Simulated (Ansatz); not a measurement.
NaLi₄. Charge 0, multiplicity 2. Geometry relaxed at r2SCAN/def2-TZVP.

```xyz
5

Li    0.7445    0.0527    1.6051
Li   -0.6115   -2.4645    0.4837
Li   -1.6569    0.2857   -0.3199
Li    0.8274   -0.5023   -1.2868
Na    0.6966    2.6284   -0.4821
```

The charge 0 doublet is spin-contaminated (final ⟨S²⟩ up to 1.40, 0.75 for a pure state). The geometry of the doublet was relaxed on an unsound state (⟨S²⟩ 1.40, where a pure state has 0.75). The structure comes from a short search, and lower isomers may exist.

Estimate the harmonic wavenumbers at UKS r2SCAN/def2-TZVP (Ansatz, unscaled). Is this a minimum?

58, 107, 122, 146, 191, 197, 227, 255, 309 cm⁻¹. Yes, no mode is imaginary beyond noise. Zero-point energy 9.6 kJ/mol. It took 38 s on 4 threads of Arm Neoverse V1 on a shared host.
